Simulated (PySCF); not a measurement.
Radiative rates from a computed spectrum

Compound: C₄H₈N₂OSi.
Numbering: `[CH2:1]=[N:2][Si@H:3]([CH2:4][C:5]#[N:6])[O:7][CH3:8]` (hydrogens: H9, H10 on C1; H11 on Si3; H12, H13 on C4; H14, H15, H16 on C8)

Cartesian coordinates in Å at the GFN2-xTB level; atoms count from 1:
```xyz
16
C4H8N2OSi angstrom
C     -1.8025    1.5956    0.4364
N     -0.6021    1.3274    0.2154
Si     0.2389   -0.0094   -0.4847
C     -0.6229   -1.7195   -0.4540
C     -1.9650   -1.5874   -0.9072
N     -3.0421   -1.4445   -1.2703
O      1.5450   -0.3393    0.4127
C      2.5764    0.5376    0.7611
H     -2.6412    0.9325    0.2138
H     -2.0515    2.5561    0.8821
H      0.5395    0.4248   -1.8478
H     -0.6300   -2.1174    0.5618
H     -0.1032   -2.4318   -1.0941
H      3.1160    0.8634   -0.1302
H      2.1784    1.4159    1.2701
H      3.2587    0.0048    1.4235
```

Computed with PySCF, TDDFT wB97X-D/def2-SVPD, vertical, gas phase, core orbitals frozen in the response.

Relations used (vacuum, state to state): A = 0.6670 f ν̃² s⁻¹ (ν̃ in cm⁻¹); τ = 1/A; f = (2/3) ΔE |μ|² in atomic units; ∫σ dE = 109.76 f Mb·eV.

The rates are for emission to S0 at the absorption energy, with no other channel.

Energies and rates of the computed singlets with f of 0.002 or more:

```json
{"state": "S2", "λ (nm)": "177.3", "A (s⁻¹)": "4.03×10⁷"}
{"state": "S3", "λ (nm)": "175.3", "A (s⁻¹)": "6.03×10⁷"}
{"state": "S4", "λ (nm)": "169.2", "A (s⁻¹)": "1.99×10⁷"}
{"state": "S5", "λ (nm)": "166.2", "A (s⁻¹)": "1.27×10⁸"}
{"state": "S6", "λ (nm)": "163.1", "A (s⁻¹)": "1.10×10⁸"}
{"state": "S7", "λ (nm)": "158.8", "A (s⁻¹)": "1.02×10⁸"}
```

Question: Which f and |μ| stand behind these rates?

Answer: f = A / (0.6670 ν̃²), and |μ| follows from f:

| state | f | \|μ\| (D) | τ | main configurations (H = HOMO, L = LUMO) |
| --- | --- | --- | --- | --- |
| S2 | 0.019 | 0.85 | 25 ns | H→L+1 (66%), H→L+2 (12%) |
| S3 | 0.028 | 1.02 | 17 ns | H-1→L (94%) |
| S4 | 0.0086 | 0.55 | 50 ns | H→L+2 (41%), H→L+4 (16%) |
| S5 | 0.053 | 1.37 | 7.9 ns | H-2→L (86%) |
| S6 | 0.044 | 1.23 | 9.1 ns | H→L+2 (20%), H→L+3 (13%), H→L+6 (9%) |
| S7 | 0.039 | 1.14 | 9.8 ns | H→L+4 (30%), H→L+5 (28%) |

Question: Suppose S2 emitted 0.3 eV lower with the same transition dipole. How would A change?

Answer: At fixed |μ|, A goes as the cube of the energy: (6.69/6.99)³ = 0.88, which makes τ about 28 ns.

Question: How much energy does a mole of photons resonant with S5 carry?

Answer: 7.460 eV × 96.485 = 720 kJ/mol (172 kcal/mol).

Question: What is the integrated cross-section of all computed states together?

Answer: Σf = 0.192 over S1 to S8, so 109.76 × Σf ≈ 21 Mb·eV.

One conformer stands for the species.
